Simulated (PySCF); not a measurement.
A structure optimised at ωB97X-D3(BJ)/def2-TZVP, used in a PySCF frequency run:

```xyz
7

S      0.0000     0.0000     0.0000
H      0.0000     1.4063     0.0000
H      0.0000    -1.4063     0.0000
H     -1.4063     0.0000     0.0000
H      1.4063     0.0000     0.0000
H      0.0000     0.0000     1.4063
H      0.0000     0.0000    -1.4063
```
Charge 0, spin multiplicity 1.

Problem. Write its SMILES, formula and point group.

Solution. [H][S@OH27]([H])([H])([H])([H])[H], H6S, Oh

Problem. What are its rotational constants (standard atomic weights)?

Solution. 63.379, 63.379, 63.379 GHz
